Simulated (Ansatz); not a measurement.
One change: `[CH3][Mo](=[O])([OH])=[S]` becomes `[O]=[Mo]([OH])([OH])=[S]`.

Ansatz, PBE0-D4/def2-TZVP geometries, multiplicity 1. Each molecule was computed in one conformer, which needn't be the lowest.

Elements past krypton have def2 core potentials.

```
                                        property  `[CH3][Mo](=[O])([OH])=[S]`
           HOMO–LUMO gap (B3LYP/def2-TZVPP) / eV                         4.41
              LUMO energy (PBE0/def2-TZVPP) / eV                        -2.88
             HOMO energy (B3LYP/def2-TZVPP) / eV                        -7.48
            HOMO–LUMO gap (PBE0/def2-TZVPP) / eV                         4.84
               LUMO energy (PBE/def2-TZVPP) / eV                        -3.59
size of the dipole moment (B3LYP/def2-TZVPP) / D                         2.97
```

(1) Give the same properties after the change, and the shifts. (Estimate.)

Answers

(1) The calculation gave: 
| property | `[O]=[Mo]([OH])([OH])=[S]` | shift |
| --- | --- | --- |
| HOMO–LUMO gap (B3LYP/def2-TZVPP) / eV | 4.53 | 0.12 |
| LUMO energy (PBE0/def2-TZVPP) / eV | -2.66 | 0.22 |
| HOMO energy (B3LYP/def2-TZVPP) / eV | -7.38 | 0.10 |
| HOMO–LUMO gap (PBE0/def2-TZVPP) / eV | 4.96 | 0.12 |
| LUMO energy (PBE/def2-TZVPP) / eV | -3.33 | 0.26 |
| size of the dipole moment (B3LYP/def2-TZVPP) / D | 3.28 | 0.31 |

With PBE0 the HOMO rises by 0.11 eV and the LUMO rises by 0.22 eV, so the gap widens by about 0.11 eV. PBE moves the HOMO by 0.13 eV and ωB97M-V by 0.12 eV. The zero-point energy changes by -59.2 kJ/mol with -6 modes. Dipoles are sizes alone; their direction can turn.

B3LYP here is the variant with VWN-RPA as its local correlation; programs differ in this.
